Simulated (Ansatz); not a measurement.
Basis-set extrapolation for CH₈O₄Si₂, SMILES `O[SiH2]C[Si](O)(O)O` (PBE0-D4/def2-TZVP geometry, frozen core, Ansatz). Multiplicity 1, RHF reference.

```
                      def2-TZVPP   def2-QZVPP
                 HF  -920.272045  -920.307431
    MP2 correlation    -1.377634    -1.487560
CCSD(T) correlation    -1.466142      not run
```

Energies in hartree. Use E(X) = E(∞) + A·exp(−7.88·√X) for Hartree–Fock and E(X) = E(∞) + B·X^(−2.97) for correlation, with X = 3 and 4, and add CCSD(T) minus MP2 of the smaller set to the MP2 limit.

Question: What is the CCSD(T) energy at the basis-set limit?

Answer: HF limit: -920.307431 + (-0.035386) × 0.13774 = -920.31231. MP2 limit: -1.487560 + (-0.109926) × 0.74074 = -1.56899. Higher-order term: -1.466142 − (-1.377634) = -0.08851. Total: -921.96981 hartree, 608.1 kJ/mol below CCSD(T)/def2-TZVPP.
